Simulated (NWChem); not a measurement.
Molecule: C$_{2}$H$_{7}$OSc; SMILES [Sc]([OH])([CH3])[CH3]

```xyz
11

Sc     0.0844     0.0146     0.0002
O      1.9348    -0.0225    -0.0015
H      2.8663     0.2164    -0.0026
C     -1.0220    -1.8916     0.0009
H     -0.7960    -2.5121    -0.8817
H     -2.1129    -1.7356     0.0083
H     -0.7847    -2.5190     0.8755
C     -1.0588     1.9013     0.0000
H     -2.1464     1.7235    -0.0032
H     -0.8412     2.5326    -0.8773
H     -0.8460     2.5295     0.8807
```
Atoms are numbered in this order, from 1.

Level: B3LYP/6-31G* (spherical d) (NWChem), optimised geometry, unscaled harmonic frequencies. 

| frequency (cm⁻¹) | IR intensity (km/mol) |
|---|---|
| 29 | 0.2 |
| 31 | 14.0 |
| 46 | 10.7 |
| 119 | 118.6 |
| 131 | 1.4 |
| 163 | 72.5 |
| 360 | 114.1 |
| 411 | 2.3 |
| 421 | 6.5 |
| 452 | 201.9 |
| 464 | 10.3 |
| 531 | 87.5 |
| 541 | 64.0 |
| 762 | 228.9 |
| 1215 | 17.4 |
| 1222 | 9.0 |
| 1475 | 3.7 |
| 1476 | 0.3 |
| 1477 | 1.8 |
| 1480 | 2.6 |
| 2984 | 10.8 |
| 2987 | 4.2 |
| 3047 | 30.7 |
| 3051 | 38.7 |
| 3054 | 20.8 |
| 3058 | 50.7 |
| 3891 | 158.7 |

The zero-point energy is 49.8 kcal/mol and the thermal correction to the enthalpy at 298.15 K (with zero-point energy) is 56.3 kcal/mol. The heat capacity Cv is 28.5 cal/(mol K) and the entropy at 298.15 K and 1 atm (symmetry number 1) is 97.0 cal/(mol K). The dipole moment is 1.88 D.

Rigid rotor and harmonic oscillator; modes under 100 cm⁻¹ make the entropy uncertain.
